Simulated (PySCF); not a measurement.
Compound: AlCl2(iPr), C3H7AlCl2.
Cartesian coordinates in Å at the PBE0-D3(BJ)/def2-SVP level; atoms count from 1:
```
atom  x, y, z in Å
Al1    1.2407    1.3076   -0.0966
Cl2    3.3138    1.4906    0.1797
Cl3    0.1768    3.0911   -0.4166
C4     0.2722   -0.3865   -0.0338
C5    -0.6921   -0.5134   -1.2156
C6    -0.4602   -0.5185    1.3064
H7     1.0292   -1.1889   -0.1002
H8    -0.1733   -0.4945   -2.1877
H9    -1.4333    0.3027   -1.2244
H10   -1.2551   -1.4621   -1.1650
H11   -1.0223   -1.4679    1.3552
H12    0.2274   -0.5049    2.1678
H13   -1.1931    0.2928    1.4529
```

The closed-shell ground state was solved at several levels (PySCF, density fitting, gas phase, non-relativistic).

| level | basis functions | HOMO (eV) | LUMO (eV) | gap (eV) | dipole (D) |
| --- | --- | --- | --- | --- | --- |
| wB97X-D/def2-SVPD | 194 | -9.81 | 0.70 | 10.51 | 2.40 |
| PBE/pcSseg-1 (pcSseg-2 on Al) | 177 | -6.77 | -1.78 | 4.99 | 2.42 |
| PBE0/pcSseg-1 (pcSseg-2 on Al) | 177 | -8.01 | -1.03 | 6.98 | 2.49 |

Task: What might B3LYP/pcSseg-1 (pcSseg-2 on Al) (177 basis functions) give for the same quantities?

Result: HOMO -7.80 eV, LUMO -1.21 eV, gap 6.59 eV, dipole 2.44 D.

Task: Over all these levels, which gives the widest orbital gap and which the narrowest?

Result: wB97X-D/def2-SVPD (range-separated hybrid) has the widest, 10.51 eV, and PBE/pcSseg-1 (pcSseg-2 on Al) (GGA) the narrowest, 4.99 eV. Functional and basis both differ between the two, so the spread mixes both effects.

Task: In the pcSseg-1 (pcSseg-2 on Al) basis, how does the gap go with the fixed share of exact exchange?

Result: PBE (0 %) 4.99 eV; B3LYP (20 %) 6.59 eV; PBE0 (25 %) 6.98 eV. Each rise in the share widens the gap here.

Task: How far do the dipole and the HOMO energy spread over the levels?

Result: The dipole runs from 2.40 to 2.49 D (mean 2.44 D) and the HOMO from -9.81 to -6.77 eV.

One conformer stands for the species.
